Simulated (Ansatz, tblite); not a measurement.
Cost and result up the ladder for GaCl2(NH2) (GaNCl2H2) (6 atoms). Total charge 0; singlet. Geometry: PBE0-D4/def2-SVP.

```tsv
atom	x (Å)	y (Å)	z (Å)
Ga1	0.584	-0.105	0.404
Cl2	1.153	-2.074	0.995
Cl3	1.778	1.547	1.034
N4	-0.874	0.157	-0.596
H5	-1.177	1.070	-0.909
H6	-1.463	-0.595	-0.928
```

Ansatz on 4 threads of Arm Neoverse V1 on a shared host; xTB runs through tblite on one thread. Times are rough, summed over both states, and most runs start from the orbitals of an earlier one. PBE0-D4/def2-TZVP serves as the yardstick here, not as an exact answer. The other state is a doublet.

The xTB rows come from tblite. HOMO above LUMO, or a gap near zero within one spin, warns that the state may not be the lowest or that an electron is smeared out.

Raw xTB energies of ions are shifted by several eV.

```
                         level  functions  wall time  vertical IE (eV)  difference from PBE0-D4/def2-TZVP (eV)                                     remarks
                      GFN1-xTB         35     0.01 s             14.54                                    4.30                                           –
                      GFN2-xTB         33    0.011 s             14.72                                    4.49                                           –
             PBE0-D4/def2-TZVP        165      6.6 s             10.23                                    0.00                                           –
PBE-D4/def2-TZVP (with forces)        165        9 s              9.95                                   -0.28  gap within one spin near zero (+1 doublet)
           r2SCAN-D4/def2-TZVP        165       16 s             10.06                                   -0.18                                           –
```
